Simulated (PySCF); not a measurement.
## NMR data sheet: C$_{5}$H$_{5}$ClO$_{2}$Si

* Formula: C5H5ClO2Si
* SMILES: O=C(Cl)c1cc([SiH3])co1
* Point group of the computed structure: Cs
* Degrees of unsaturation: 4
* Carbon signals: 5
* Proton signals: 3

Structure with atom numbers: `[O:1]=[C:2]([Cl:3])[c:4]1[cH:5][c:6]([SiH3:7])[cH:8][o:9]1`; H(Xn) means a hydrogen on atom n.

- GFN2-xTB geometry
- NMR shieldings at PBE0/pcSseg-1/GIAO
- run in PySCF
- relativity neglected, isolated molecule, one computed conformer, fast rotation and ring inversion assumed for equivalent nuclei

References, each an isolated molecule treated in the same way: ¹H and ¹³C and ²⁹Si vs TMS; ¹⁷O against H2O.

| carbon | δC, type | δH (multiplicity) | HMBC from (2–3 bonds) | span of the C tensor (ppm) |
| --- | --- | --- | --- | --- |
| C2 | 164.2, C | – | H(C5) | 157 |
| C4 | 153.2, C | – | H(C5), H(C8) | 124 |
| C5 | 136.2, CH | 7.83 (m) | H(C8), H(Si7) | 200 |
| C6 | 120.1, C | – | H(C5), H(C8), H(Si7) | 180 |
| C8 | 160.5, CH | 7.71 (m) | H(C5), H(Si7) | 161 |

Other nuclei:
| atoms | nucleus | environment | δ (ppm) | σ (ppm) |
| --- | --- | --- | --- | --- |
| H(Si7) | ¹H | hydrogen on a silicon bonded to C | 4.52 | 27.20 |
| Si7 | ²⁹Si | silicon bonded to C, 3 H | -85.1 | 434.2 |
| O1 | ¹⁷O | carbonyl oxygen | 540.2 | -204.1 |
| O9 | ¹⁷O | aromatic ring oxygen | 327.2 | 8.8 |

Carbon types of the structure: 3 × C, 2 × CH, leaving 3 H on heteroatoms. δC 164.2: carbonyl carbon. δC 160.5: aromatic CH next to the ring oxygen. δC 153.2: substituted aromatic carbon next to the ring oxygen. δC 136.2: aromatic CH; the aromatic region. δC 120.1: substituted aromatic carbon.

Carbons that carry Cl, above all several Cl atoms, come out too deshielded, partly because spin–orbit coupling is missing. Shifts are as computed. Against solution values, carbons near 30 ppm lie about +3 ppm off and those near 130 ppm about +5 ppm; carbons on Cl a further +6 ppm. Of 1211 compounds with measured shifts, 218 miss one by over three times the rms of a fit or turn the order of signals round; such compounds aren't used in these exercises. Unscaled 17O shifts of doubly bonded oxygen tend to come out too high, by tens of ppm or more. Experimental scales use liquid or dissolved standards, which lie at an offset from isolated H2O (liquid H2O: subtract about 36 ppm). No couplings were computed; multiplicities are counted from neighbouring protons, with m where these are inequivalent, close in shift, in a saturated or five-membered ring or joined by F or P, and br s for small geminal =CH2 splittings.
